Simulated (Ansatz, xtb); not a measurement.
# Two isomers of C3H9GeNSi

We compare I, `C[SiH2][C@@H]([GeH3])C#N`, a singlet, with II, `C[Si](C)([GeH3])C#N`, a singlet. Both are isolated molecules in the gas phase, relaxed with B3LYP-D3(BJ)/def2-SVP; the shapes shown needn't be the lowest conformers.

I (Å):

```xyz
15

C    -1.8910    0.5930   -0.3596
C     1.1569    1.1855   -0.4261
C     2.4208    0.8672   -1.0556
Ge    1.3170    0.9763    1.5575
N     3.4288    0.5640   -1.5468
Si   -0.2598    0.1342   -1.1762
H    -1.8913    0.3465    0.7136
H    -2.0956    1.6708   -0.4638
H    -2.7210    0.0442   -0.8326
H    -0.3086    0.4025   -2.6413
H     0.0684   -1.3006   -0.9478
H     0.9212    2.2483   -0.6085
H     0.0534    1.5787    2.2014
H     1.4147   -0.5235    1.8869
H     2.5724    1.7237    2.0368
```

II (Å):

```xyz
15

C    -1.8265   -0.3681    1.7919
C    -0.0445    1.8089    0.4357
C     0.3736    1.0270    3.3260
Ge    1.5291   -1.3025    1.1053
N     0.6884    1.4212    4.3726
Si   -0.1014    0.3655    1.6400
H    -1.8512   -1.1709    2.5446
H    -2.5514    0.4069    2.0882
H    -2.1462   -0.7906    0.8258
H     0.9585    2.2614    0.4063
H    -0.7669    2.5868    0.7304
H    -0.2988    1.4666   -0.5803
H     1.5144   -2.4399    2.1465
H     2.9442   -0.6917    1.0528
H     1.2117   -1.9098   -0.2803
```

Task: Which of the two would you expect CCSD(T)/def2-SVP + ΔMP2/def2-TZVPP electronic energies to favour?

Result: Structure II; the calculation gives E(II) − E(I) = −78.4 kJ/mol.

The same difference at several levels:

| level | geometry | E(II) − E(I) (kJ/mol) | departure from the last row (kJ/mol) | job, with rough time for the two |
| --- | --- | --- | --- | --- |
| GFN2-xTB | GFN2-xTB | +29.5 | +107.9 | optimisation, 0.56 s |
| HF/STO-3G | GFN2-xTB | −116.0 | −37.5 | single point, 2.5 s |
| r2SCAN-D4/def2-SVP | GFN2-xTB | −75.0 | +3.4 | single point, 12 s |
| B3LYP-D3(BJ)/def2-SVP | B3LYP-D3(BJ)/def2-SVP | −73.5 | +4.9 | optimisation, 4 min |
| HF/def2-SVP | B3LYP-D3(BJ)/def2-SVP | −71.9 | +6.5 | part of the CCSD(T) run |
| MP2/def2-SVP | B3LYP-D3(BJ)/def2-SVP | −68.6 | +9.8 | part of the CCSD(T) run |
| CCSD(T)/def2-SVP | B3LYP-D3(BJ)/def2-SVP | −70.3 | +8.1 | single point |
| CCSD(T)/def2-SVP + ΔMP2/def2-TZVPP | B3LYP-D3(BJ)/def2-SVP | −78.4 |  | single point, 4.8 min |

As drawn, II has 1 C–Si, 1 Ge–Si, 2 C–H in place of 1 C–Ge, 1 C–C, 2 Si–H.

GFN2-xTB puts the two in the other order. The largest departure from CCSD(T)/def2-SVP + ΔMP2/def2-TZVPP is that of GFN2-xTB, 107.9 kJ/mol. A small imaginary or near-zero mode remains, so no thermal terms are given. The last row adds to CCSD(T) the change of the MP2 difference between the two basis sets, here −8.1 kJ/mol.

The correlated steps freeze 18 core orbitals; the filled d shell of Ge is correlated, in a basis made for valence electrons. Run with Ansatz 0.2.0, xtb 6.7.1; the last row on 2 threads of Intel(R) Xeon(R) Processor @ 2.50GHz (Skylake/Cascade Lake) on a shared host.
